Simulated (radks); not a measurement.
Results of a calculation; reference values are marked as such.
Fractional charge and spin in the 6s shell of osmium: the spin-up occupation runs from 0 to 1 and the spin-down occupation from 0 to 1; the fullest corner is Os, [Xe] 4f14 5d(up 3, down 3) 6s(up 1, down 1). Level of theory: scalar-relativistic Kohn-Sham, PBE, spin-polarised, spherical densities, finite nucleus; Fermi nuclear charge, rms radius of each element as measured or else 0.836 A^(1/3) + 0.57 fm (a radial shooting solver on a logarithmic mesh with Libxc functionals). Energy (eV) minus the two flat planes that join the four corners (they meet along the diagonal where the two added fractions sum to one electron); zero is where a piecewise linear energy would lie.

\begin{tabular}{lrrrrr}
down \ up & 0 & 0.25 & 0.5 & 0.75 & 1 \\ \hline
0 & 0.000 & -0.685 & -0.909 & -0.679 & 0.000 \\
0.25 & -0.685 & -0.854 & -0.572 & 0.154 & -0.619 \\
0.5 & -0.909 & -0.572 & 0.205 & -0.520 & -0.819 \\
0.75 & -0.679 & 0.154 & -0.520 & -0.772 & -0.610 \\
1 & 0.000 & -0.619 & -0.819 & -0.610 & 0.000 \\
\end{tabular}

Corners above the fullest one (they belong to Os+ and the next ion): (up 1, down 0) 9.368 eV, (up 0, down 1) 9.368 eV, (up 0, down 0) 26.482 eV. With half an added electron in each spin the energy lies 0.205 eV from the planes, and with half an added electron in spin up alone -0.909 eV. The planes are only a guide here: the flat-plane condition holds for ground states with one frontier orbital, while other shells are open and held unpolarised.
